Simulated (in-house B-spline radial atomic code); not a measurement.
The silver ion Ag³⁺ is squeezed into an impenetrable sphere of radius R (the orbitals vanish at R). No spin polarisation. Caution: exact exchange at fractional occupations of open shells leaves self-interaction of up to several eV. Computed with a B-spline radial code for spherical atoms: non-relativistic B3LYP, spherical fractional occupations, point nucleus.

Energies in eV above the free ion in [Kr] 4d8:

```tsv
R (bohr)	highest level (eV)	[Kr] 4d8	[Ar] 3d10 4s2 4p5 4d9	[Kr] 4d7 4f1	-dE/dV in [Kr] 4d8 (GPa)
8.74	-45.5	0	52.7	38.74	4.44e-07
5.57	-45.5	0.003126	52.71	40.26	0.0266
5.35	-45.5	0.006132	52.71	40.6	0.0561
3.93	-45.1	0.4098	53.11	45.39	6.54
3.51	-44.5	1.351	54.07	48.82	26.6
3.2	-43.6	3.231	56.02	53.11	76.2
2.46	-36	26.68	80.53	85.03	1110
2.39	-34.4	32.81	86.94	92.22	1470
1.68	12	310.2	372	382.7	32300
1.22	151	1615	1689	1683	353000
```

Problem. Does [Ar] 3d10 4s2 4p5 4d9 fall below [Kr] 4d8 under compression?

Solution. No, it stays above over the whole range.

Problem. Does [Kr] 4d7 4f1 fall below [Kr] 4d8 under compression?

Solution. No, it stays above over the whole range.

The highest level is first positive in the row R = 1.68 bohr, pushed up by confinement above the zero of the free ion's potential. Each configuration is held fixed and needn't be the lowest in the sphere.
